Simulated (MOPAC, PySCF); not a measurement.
CH4BF, SMILES `BCF`, neutral singlet in the gas phase. 

Z-matrix (Å, degrees):
```
C
F 1 1.3871
H 1 1.0985 2 108.08
H 1 1.0985 3 105.44 2 115.39
B 1 1.5518 3 109.86 4 118.31
H 5 1.1865 1 121.66 3 122.25
H 5 1.1897 6 120.95 1 -179.99
```
Charge 0, spin multiplicity 1.

All levels are single points at this geometry (M06-2X/def2-TZVP); Pople sets use spherical d functions. Orbital energies aren't observables, and empty levels follow the basis.

```csv
level,HOMO (eV),LUMO (eV),gap (eV),dipole (D),"vertical IE, Delta-SCF (eV)"
M06-2X/def2-TZVP in PySCF,-10.57,-0.78,9.79,1.78,11.95
PBE-D3(BJ)/def2-TZVP in PySCF,-7.37,-2.73,4.64,1.59,11.29
B3LYP/6-311+G** in PySCF,-8.90,-2.01,6.88,1.91,–
B3LYP/6-31G* in PySCF,-8.35,-1.54,6.81,1.57,11.43
BP86/6-31G* in PySCF,-6.97,-2.44,4.53,1.46,–
M06-2X/6-31G* in PySCF,-10.26,-0.35,9.91,1.66,–
PBE/6-31G* in PySCF,-6.83,-2.36,4.47,1.44,11.00
SVWN5/6-31G* in PySCF,-6.93,-2.63,4.30,1.50,11.14
HF/3-21G in PySCF,-12.81,2.25,15.06,2.14,–
HF/6-31G* in PySCF,-12.89,2.54,15.43,1.92,11.52
HF/STO-3G in PySCF,-10.35,6.45,16.80,1.18,–
PM3 in MOPAC,-12.59,0.03,12.62,1.56,–
PM6 in MOPAC,-11.55,-0.30,11.25,1.78,–
```
